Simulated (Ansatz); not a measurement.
`[OH][Ge]([OH])([OH])[SiH3]` + `O[Si@H](Cl)C[Si@@H](O)F` → `[OH][Ge]([OH])([SiH3])[Cl]` + `O[SiH](O)C[SiH](O)F`  (redistribution)

Isolated molecules relaxed with PBE0-D4/def2-TZVP in Ansatz; ΔE leaves out vibrations. CBS: MP2 limit from def2 TZ/QZ plus the TZ coupled-cluster correction, frozen cores. DFT in def2-TZVPP. B3LYP here is the variant with VWN-RPA as its local correlation; programs differ in this. For Ge outer-core shells are correlated without core-valence functions, which leaves a few kJ/mol of doubt a bond. Scalar relativity is left out up to krypton. One conformer a species, not always the lowest.

| level | ΔE (kcal/mol) | difference from CCSD(T)/CBS |
| --- | --- | --- |
| PBE0-D4 | -13.8 | -0.6 |
| ωB97X-V | -13.4 | -0.2 |
| B3LYP | -13.9 | -0.7 |
| SCS-MP2/def2-TZVPP | -13.1 | 0.1 |
| CCSD/def2-TZVPP | -13.5 | -0.3 |
| CCSD(T)/def2-TZVPP | -13.5 | -0.3 |
| HF/def2-QZVPP | -13.6 | -0.4 |
| MP2/def2-QZVPP | -13.2 | 0.0 |
| MP2/CBS(def2) | -13.1 | 0.1 |
| CCSD/CBS(def2) | -13.2 | 0.0 |
| CCSD(T)/CBS | -13.2 | 0 |

Largest T1 diagnostic among the species: 0.013.
